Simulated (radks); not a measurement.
Dipole-allowed excitations along the series with 29 electrons in [Ar] 3d10 4s1. Calculated with a radial shooting solver on a logarithmic mesh with Libxc functionals: scalar-relativistic Kohn-Sham, LDA (Slater exchange, Perdew-Wang correlation), spin-polarised, spherical densities, finite nucleus; open shells are filled with parallel spins first (spin-orbit coupling, left out, can overturn this in heavy ions); Fermi nuclear charge, rms radius of each element as measured or else 0.836 A^(1/3) + 0.57 fm. Time-dependent linear response with the Hartree and adiabatic LDA kernel, continuum included through the Sternheimer equations, no spin-orbit coupling, so fine structure and intercombination lines are absent. Lines are the poles of the dipole polarisability below minus the highest occupied eigenvalue, found on a grid refined at the orbital gaps; the lowest seven at most are given, and weak or close lines can be missed. The first line takes the name of the lowest orbital gap if no other gap lies below it; otherwise a line is named after a gap within 0.6 % of it, if that gap stands alone.

Cd19+: -e(HOMO) (eV) 536.30; lowest orbital gap (eV) 4s-4p 46.673; first line (eV) 49.316 (4s-4p); f 0.615; static alpha (bohr^3) 0.2141
In20+: -e(HOMO) (eV) 583.14; lowest orbital gap (eV) 4s-4p 49.459; first line (eV) 52.219 (4s-4p); f 0.609; static alpha (bohr^3) 0.1889
Sn21+: -e(HOMO) (eV) 631.86; lowest orbital gap (eV) 4s-4p 52.339; first line (eV) 55.214 (4s-4p); f 0.603; static alpha (bohr^3) 0.1673
Sb22+: -e(HOMO) (eV) 682.48; lowest orbital gap (eV) 4s-4p 55.319; first line (eV) 58.310 (4s-4p); f 0.598; static alpha (bohr^3) 0.1487
Te23+: -e(HOMO) (eV) 735.01; lowest orbital gap (eV) 4s-4p 58.405; first line (eV) 61.513 (4s-4p); f 0.594; static alpha (bohr^3) 0.1325
I24+: -e(HOMO) (eV) 789.46; lowest orbital gap (eV) 4s-4p 61.603; first line (eV) 64.832 (4s-4p); f 0.590; static alpha (bohr^3) 0.1185
